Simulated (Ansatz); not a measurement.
## Stretch profile

CH3BZn (SMILES C=[B][ZnH]), closed shell, at its PBE0-D4/def2-TZVP minimum:

C1  (-0.974, 0.022, -1.048)
B2  (-0.031, 0.000, -0.033)
Zn3  (1.350, -0.031, 1.453)
H4  (-1.392, -0.883, -1.482)
H5  (-1.356, 0.947, -1.475)
H6  (2.402, -0.055, 2.584)
(Å)

The bond length Zn3–H6 (1.544 Å at the minimum) is set to the values below, with the rest relaxed at PBE0-D4/def2-TZVP at each step. Each method's energies count from its own value at the PBE0-D4 minimum structure. Ansatz 0.2.0; basis: def2-TZVPP; cores frozen in the correlated methods. The 3s and 3p shells of Cu and Zn are frozen; filled d shells are correlated. B3LYP uses VWN-RPA correlation.

| bond length (Å) | CCSD(T) (kJ/mol) | r2SCAN-D4 (kJ/mol) | HF (kJ/mol) |
| --- | --- | --- | --- |
| 1.328 | 37.4 | 36.0 | 52.0 |
| 1.374 | 20.8 | 19.8 | 31.7 |
| 1.440 | 6.3 | 5.7 | 12.5 |
| 1.518 | 0.1 | -0.1 | 1.5 |
| 1.604 | 2.9 | 3.3 | 0.0 |
| 1.697 | 13.9 | 14.9 | 7.6 |
| 1.796 | 31.5 | 33.1 | 22.8 |
| 1.900 | 54.0 | 56.3 | 43.9 |
| 2.008 | 79.7 | 83.0 | 69.5 |

Minimum and curvature along this coordinate at CCSD(T): A fifth-order fit through the nearest points gives 1.533 Å, with a curvature of about 13 eV/Å².

Largest difference from the CCSD(T) curve over the scan: PBE-D4 5.2; PBE0-D4 2.7; B3LYP-D4 2.7; wB97M-V 3.3 kJ/mol. Each curve counts from its own value at the minimum.

T1 diagnostic: at most 0.018.

For scale, one of the runs: CCSD(T)/def2-TZVPP, 168 basis functions, launched by `ansatz run in.yaml --threads 2 --pin off --events-out ev --progress --plain --max-ram 4352MiB`. The run took 29 s on 2 CPU threads of an Arm Neoverse V1 (shared host), with 1.3 GiB of host memory at its peak.
